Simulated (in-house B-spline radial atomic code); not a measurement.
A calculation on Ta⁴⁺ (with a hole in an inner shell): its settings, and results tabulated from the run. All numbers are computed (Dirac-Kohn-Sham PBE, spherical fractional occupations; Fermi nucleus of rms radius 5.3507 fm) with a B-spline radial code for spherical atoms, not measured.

In the input, a minus or plus after the letter marks the j = l - 1/2 or j = l + 1/2 subshell.

Command:
```bash
python run_scf.py task.json out
```
Settings (nuclear radius in fm, mass in u):
```
Z                73
configuration    1s2 2s2 2p6 3s2 3p6 3d-3 3d+6 4s2 4p6 4d10 4f-6 4f+7 5s2 5p6 5d3
hamiltonian      dirac
method           pbe,pbe
spin_polarised   False
nucleus          fermi
rms_radius       5.3507
atomic_mass      180.948
speed_of_light   137.035999084
```

Output (hartree, bohr):
```
 radial grid: 69 intervals, B-splines of order 8, outer radius 30.8511 bohr

 iter        energy (Eh)    residual
    1      -15548.300689    5.82e-01
    2      -15547.439223    6.11e-01
    3      -15553.306266    1.21e-01
    4      -15553.464988    1.81e-02
    5      -15553.455949    3.38e-02
    6      -15553.477273    1.77e-03
    7      -15553.477346    4.51e-04
    8      -15553.477351    3.39e-05
    9      -15553.477351    3.03e-07

 total energy                    -15553.47735
 kinetic                           17460.0883
 electron-nucleus                 -38608.2339
 Hartree                            5907.1737
 exchange-correlation               -312.5055

 first-order corrections (not in the total)
   Gaunt                            18.2331
   retardation                      -1.9325
   frequency dependence             -0.3084
   self-energy                      13.3207
   Uehling                          -2.4620
   Wichmann-Kroll                    0.0957
   recoil                            0.0294

 orbital      occ     eigenvalue          <r>       <r^2>       <1/r>     <1/r^2>       <r^4>       r_max    small
 1s1/2      2.000     -2476.4370    0.0186664 0.000478877     85.3952     17424.4 6.21012e-07     0.01168  7.56e-02
 2s1/2      2.000      -429.2223    0.0783143  0.00731121     20.7501     2354.32 9.31941e-05     0.06704  1.71e-02
 2p1/2      2.000      -410.5448    0.0648468  0.00522824     20.7182      744.17 5.62607e-05     0.04992  1.72e-02
 2p3/2      4.000      -363.8415    0.0726748   0.0064283     17.5045     418.364 8.09743e-05     0.05665  1.55e-02
 3s1/2      2.000      -100.9798     0.203478   0.0474675     7.65191     531.972   0.0034036      0.1884  5.66e-03
 3p1/2      2.000       -92.7286     0.193309   0.0435425     7.56977     170.757  0.00300123      0.1764  5.61e-03
 3p3/2      4.000       -82.5591     0.207706   0.0500548     6.73787     97.4421  0.00392609      0.1901  5.14e-03
 3d3/2      3.000       -68.7143     0.181615   0.0387175     6.63196     55.0553  0.00265007      0.1489  5.03e-03
 3d5/2      6.000       -66.4872     0.186041   0.0404973      6.4344     51.1195  0.00287623      0.1527  4.90e-03
 4s1/2      2.000       -22.4199     0.454291    0.233174     3.23082     133.743   0.0788594      0.4262  1.88e-03
 4p1/2      2.000       -18.9755     0.459002    0.239966     3.12501      42.069   0.0857826      0.4256  1.79e-03
 4p3/2      4.000       -16.5957     0.491161    0.274449     2.83446     24.0725    0.112135      0.4544  1.61e-03
 4d3/2      4.000       -10.9216     0.505711     0.29631     2.63093     12.5586    0.141042      0.4496  1.43e-03
 4d5/2      6.000       -10.4760      0.51661    0.309044     2.56103     11.6276     0.15342      0.4587  1.38e-03
 4f5/2      6.000        -3.3171     0.579429    0.414307     2.15492     5.87124    0.376747      0.4214  1.02e-03
 4f7/2      7.000        -3.2307     0.587354    0.426021     2.12627     5.71064    0.399579       0.426  1.00e-03
 5s1/2      2.000        -4.5795      1.05789     1.25442     1.27763     25.3013     2.28207      0.9644  4.40e-04
 5p1/2      2.000        -3.5212         1.15     1.49092     1.16042     7.19659     3.31401       1.028  3.71e-04
 5p3/2      4.000        -3.1451      1.23703     1.72422     1.06206     4.15708     4.43022       1.104  3.24e-04
 5d3/2      1.200        -1.7034      1.59337     2.90764    0.807861     1.52413     13.5667       1.346  1.94e-04
 5d5/2      1.800        -1.6609      1.62912     3.03803    0.787993     1.41349     14.7796       1.377  1.86e-04
```

Run time, properties included: 0.83 s on 1 thread of Arm Neoverse V2, on a shared host.

For the Dirac Hamiltonian the kinetic term is c α·p + (β - 1)c².
